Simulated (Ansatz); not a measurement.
Ideal-gas functions of BF3H3P, SMILES `[BH3-][P+](F)(F)F` at 500 K and 1 bar, from an Ansatz frequency run at PBE0-D4/def2-TZVP.

Molar mass 101.8 g/mol, point group C3v (symmetry number 3), electronic degeneracy 1, moments of inertia 110.449, 132.224, 132.224 u Å². Harmonic wavenumbers (cm⁻¹, unscaled): 175, 175, 188, 362, 362, 444, 637, 685, 685, 935, 959, 959, 1077, 1116, 1116, 2477, 2572, 2572.

Use S(trans) = R[1.5 ln M + 2.5 ln T − 1.1517]; rotational temperatures θ = 24.2544 K / I; S(rot) = R[ln(√π/σ · √(T³/θAθBθC)) + 1.5]; for each mode x = 1.438777 ν̃/T, S = R[x/(eˣ − 1) − ln(1 − e⁻ˣ)] and H = RT x/(eˣ − 1); 1 cm⁻¹ = 0.0119627 kJ/mol; R = 8.31446 J/(mol·K).

Problem. By hand: the entropy, in J/(mol·K).

Solution. Translation 177.3. Rotation: θ = 0.2196, 0.1834, 0.1834 K, giving 106.0. Vibration, mode by mode: 14.11, 14.11, 13.52, 8.34, 8.34, 6.82, 4.35, 3.90, 3.90, 2.21, 2.09, 2.09, 1.60, 1.46, 1.46, 0.05, 0.04, 0.04, in all 88.5. Electronic 0.0. Sum 371.8 J/(mol·K).

Problem. By hand: H − E and G − E in kJ/mol, counted from the electronic energy.

Solution. Zero-point energy ½ × 17496 × 0.0119627 = 104.6; thermal vibration 24.6; translation, rotation and pV give 4 RT = 16.6. H − E = 145.8 kJ/mol, and G − E = 145.8 − 500 × 371.8/1000 = -40.1 kJ/mol.

Vibration gives 24 % of the entropy.
